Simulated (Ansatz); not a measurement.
Calculated with Ansatz (gas phase, PBE0-D4/def2-TZVP geometries, no zero-point term in ΔE). CBS: MP2 limit from def2 TZ/QZ plus the TZ coupled-cluster correction, frozen cores. DFT in def2-TZVPP. B3LYP here is the variant with VWN-RPA as its local correlation; programs differ in this. Each species was taken in one conformer, which may not be the lowest.

Consider the formal exchange of groups at a B–C bond: `BC1=C[SiH2]O1` + `C[SiH2]BO` → `BC[SiH2]BO` + `C1=C[SiH2]O1`.

`BC1=C[SiH2]O1`:

```xyz
10

B    -1.462    1.008   -0.921
C    -0.362    0.245   -0.155
C     0.720   -0.420   -0.634
Si    1.065   -0.767    1.140
O    -0.361    0.145    1.247
H    -2.358    1.544   -0.346
H    -1.382    1.040   -2.112
H     1.009   -0.534   -1.666
H     2.223   -0.112    1.795
H     0.908   -2.150    1.652
```

`C[SiH2]BO`:

Z-matrix (Å, degrees):
```
C
Si 1 1.877
H 1 1.092 2 110.6
H 1 1.092 2 110.5 3 119.2
H 1 1.092 2 111.4 3 -120.4
B 2 2.027 1 113.8 3 -59.9
H 2 1.495 1 110.0 3 62.1
H 2 1.495 1 110.0 3 178.3
O 6 1.354 2 118.7 1 -0.7
H 6 1.207 2 122.5 1 179.4
H 9 0.962 6 113.7 2 -179.9
```

`BC[SiH2]BO`:

```xyz
13

B    -0.598    1.975   -0.649
C    -1.028    0.879    0.323
Si   -0.173   -0.522   -0.665
B     1.047   -1.656    0.488
O     1.292   -1.240    1.748
H     0.442    2.553   -0.495
H    -1.251    2.216   -1.625
H    -2.088    0.627    0.357
H    -0.579    0.883    1.318
H    -1.193   -1.333   -1.384
H     0.676    0.096   -1.737
H     1.562   -2.668    0.084
H     1.893   -1.809    2.238
```

`C1=C[SiH2]O1`:

Cartesian coordinates in Å:
```
C 0.630 -0.941 -0.098
C -0.389 -0.446 -0.820
Si -0.325 0.906 0.410
O 0.940 -0.112 0.961
H 1.230 -1.842 -0.195
H -0.855 -0.860 -1.698
H 0.173 2.247 0.021
H -1.402 1.048 1.420
```

(1) Is it downhill or uphill in electronic energy at CCSD(T)/CBS, and by how much? (Estimate.)

(2) What do these levels give: PBE-D4, B3LYP-D4, PBE, r2SCAN, B3LYP, HF/def2-TZVPP, MP2/def2-TZVPP, CCSD/def2-TZVPP, CCSD(T)/def2-TZVPP, HF/def2-QZVPP, MP2/def2-QZVPP, CCSD/CBS(def2)? (Estimate.)

Largest T1 diagnostic among the species: 0.014.

Answers

(1) The calculation gave: Nearly level: ΔE = -0.2 kJ/mol.

(2) Computed: PBE-D4 -5.8, B3LYP-D4 4.8, PBE -5.1, r2SCAN -4.7, B3LYP 5.9, HF/def2-TZVPP 13.6, MP2/def2-TZVPP -2.2, CCSD/def2-TZVPP 1.5, CCSD(T)/def2-TZVPP 0.2, HF/def2-QZVPP 13.5, MP2/def2-QZVPP -2.4, CCSD/CBS(def2) 1.1 kJ/mol.

In def2-TZVPP, CCSD(T) changes the Hartree–Fock value by −13.4 kJ/mol (the triples alone add −1.3 kJ/mol) and MP2 by −15.8 kJ/mol.
